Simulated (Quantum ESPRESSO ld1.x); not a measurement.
These are the eigenvalues of the occupied orbitals of an atom or ion with whole-number occupations (Ry). Calculated with ld1.x of Quantum ESPRESSO 7.5: Dirac Kohn-Sham, PBE, spin-unpolarised, spherical densities, point nucleus.

1s1/2: -241.748
2s1/2: -48.6636
2p1/2: -45.7140

Which element is it, and in what charge state? The configuration may be excited. Open shells, if any, fill j = l - 1/2 first.

Answer. Z = 17, chlorine, charge +12: Cl12+ in [He] 2s2 2p1. The list shows which subshells hold electrons but not how many an open one holds; the 1s level, -120.87 hartree, gives Z - s = 15.5 by -(Z - s)^2/2, which with screening and relativity narrows Z to a few neighbours, and the depths of the outer levels then fix element, charge and occupations together.
